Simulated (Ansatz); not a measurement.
The same path of CH₇GeNTe (11 atoms, charge 0, multiplicity 1) was run twice with different band settings. Lost on the way: Ge3–H9. Made: N4–H9.

Method: RKS PBE/def2-SVP in Ansatz 0.2.0.

Relaxed end points:

```xyz
11
Properties=species:S:1:pos:R:3
C -1.585 1.224 0.665
Te 0.416 1.184 1.560
Ge 1.094 -0.983 0.289
N 1.220 -0.884 -1.563
H -2.162 0.341 0.994
H -2.076 2.148 1.023
H -1.499 1.252 -0.436
H 0.036 -2.090 0.556
H 2.495 -1.373 0.829
H 0.305 -0.763 -2.014
H 1.821 -0.113 -1.881
```

```xyz
11
Properties=species:S:1:pos:R:3
C -1.648 1.287 0.561
Te 0.383 1.311 1.405
Ge 1.143 -1.224 1.176
N 1.569 -0.965 -1.033
H -2.043 0.258 0.651
H -2.272 1.986 1.149
H -1.626 1.602 -0.498
H -0.345 -1.680 0.740
H 2.411 -1.456 -1.364
H 0.779 -1.228 -1.639
H 1.715 0.052 -1.128
```

Common settings: spring 5.0 eV/Å²; optimiser quadratic models (default); start path through a guess of the saddle point; force threshold 0.05 eV/Å; iteration limit 60; end points relaxed.

| run | movable images | climbing image |
| --- | --- | --- |
| 1 | 7 | yes |
| 2 | 1 | no |

**Question.** What does each run give, and how far can it be trusted?

**Answer.** Run 1: converged after 37 iterations, highest image 1.995 eV above the first end. Neighbouring images differ by up to 1.6 eV, so the band resolves the path poorly. A vibrational analysis at the climbing image gives one clearly imaginary mode, 1267i cm⁻¹: a first-order saddle point.
Run 2: converged after 42 iterations, highest image 0.397 eV above the first end. No image climbed, so the highest image needn't sit at the top of the path. A band with more images between the same ends climbed to 1.99 eV, so this one has probably stepped over the top. So few images can step over the top or miss a turn of the path.
The orbitals stay closed-shell, which can raise the energy where a bond breaks towards radicals; this wasn't checked here.
